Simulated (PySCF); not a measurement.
Pt(H2S)2: from a saddle point downhill

PySCF 2.14.0, RKS BP86, Pt def2-SVP with ECP60, S def2-SVP, H def2-SVP; non-relativistic Hamiltonian with scalar-relativistic core potentials where named; density fitting; no spin-orbit coupling. Relaxed within the symmetry of its start, the geometry (C2h) is

```xyz
7

Pt    0.0000    0.0000    0.0000
S     0.0000   -0.1424    2.2591
H     0.9810    0.7383    2.6637
H    -0.9810    0.7383    2.6637
S     0.0000    0.1424   -2.2591
H     0.9810   -0.7383   -2.6637
H    -0.9810   -0.7383   -2.6637
```

and its lowest harmonic modes are -155, 79, 92, 287, 343, 547 cm⁻¹ (negative: unstable). It was moved along the lowest mode and relaxed again, within the group C2 that the move left.

(1) Where does it end, and how much lower?

(2) How do the contacts change?

(3) Is the end a minimum?

State: singlet.

Results:

(1) In C2, 0.058 eV lower, after 16 steps:
```xyz
7

Pt   -0.1292    0.0000    0.0000
S    -0.2738    0.0170    2.2498
H     1.0231   -0.0181    2.7200
H    -0.3890    1.3440    2.6058
S    -0.2738   -0.0170   -2.2498
H     1.0231    0.0181   -2.7200
H    -0.3890   -1.3440   -2.6058
```

(2) 
```
     contact  saddle (Å)  end (Å)
Pt1–S2 (H2S)       2.264    2.254
Pt1–S5 (H2S)       2.264    2.254
```


(3) Yes; lowest modes 86, 87, 116, 299, 346, 531 cm⁻¹.
